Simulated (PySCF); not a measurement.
A species of formula C2H8OSi2 has this rotational fingerprint, computed with PBE0/def2-SVPD in PySCF (dipole) on a GFN2-xTB geometry, gas phase:

- Rotational constants: A = 4993, B = 1564, C = 1495 MHz
- Dipole components: |μa| = 0.40 D, |μb| = 2.15 D, |μc| = 1.28 D
- Inertial defect: -86.29 u·Å²
- κ: -0.96

**Question.** Which candidate fits, each taken in the one conformer that was computed?
A. `[SiH3:1][O:2][C@H:3]1[CH2:4][SiH2:5]1` with Si1–O2–C3–C4 -171°
B. `[SiH3:1][O:2][SiH:3]1[CH2:4][CH2:5]1` with Si1–O2–Si3–C4 23°
C. `[CH3:1][C:2](=[O:3])[SiH2:4][SiH3:5]` with C1–C2–Si4–Si5 -105°

**Answer.** C. It is CC(=O)[SiH2][SiH3], a near-prolate asymmetric top, point group C1. The candidates at the same level (rigid rotor, commonest isotopes):

```
               SMILES  A (MHz)  B (MHz)  C (MHz)  μa (D)  μb (D)  μc (D)  Δ (u·Å²)  point group                        rotor
[SiH3]O[C@H]1C[SiH2]1     7711     1597     1424    0.63    0.34    0.57    -27.15           C1  near-prolate asymmetric top
   CC(=O)[SiH2][SiH3]     4993     1564     1495    0.40    2.15    1.28    -86.29           C1  near-prolate asymmetric top
     [SiH3]O[SiH]1CC1     7604     1613     1520    0.11    0.31    0.03    -47.30            –  near-prolate asymmetric top
```

`[SiH3]O[SiH]1CC1` has A 52 % too high; `[SiH3]O[C@H]1C[SiH2]1` has A 54 % too high. No structure here is proved a minimum.
